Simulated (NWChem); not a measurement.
Species: SeF₃ cation; SMILES [Se+](F)(F)F

Program: NWChem. Pople sets run with spherical d functions. Medium grid unless said otherwise, to which SCAN and Minnesota functionals are sensitive. All runs use the structure optimised with PBE0/def2-SVP. Total energies of different functionals are on different scales.

| level | energy (Ha) | highest occupied level (eV) | orbital gap (eV) |
|---|---|---|---|
| B3LYP/6-31G* | -2700.4060 | -18.53 | 8.75 |
| PBE/6-31G* | -2699.7610 | -17.06 | 6.66 |
| BHandHLYP/6-31G* | -2700.2392 | -20.46 | 11.93 |
| Hartree-Fock/6-31G* | -2697.4411 | -22.91 | 17.27 |
| LDA (Slater exchange, VWN5)/6-31G* | -2695.0980 | -17.29 | 6.60 |
| BLYP/6-31G* | -2700.4125 | -16.93 | 6.65 |
| M05-2X/6-31G* | -2700.2639 | ? | ? |
| B97-2/6-31G* | -2700.9217 | -18.60 | 8.93 |

Task: Complete the blanks.

Result: 
- M05-2X/6-31G*, highest occupied level (eV): -20.62
- M05-2X/6-31G*, orbital gap (eV): 12.30
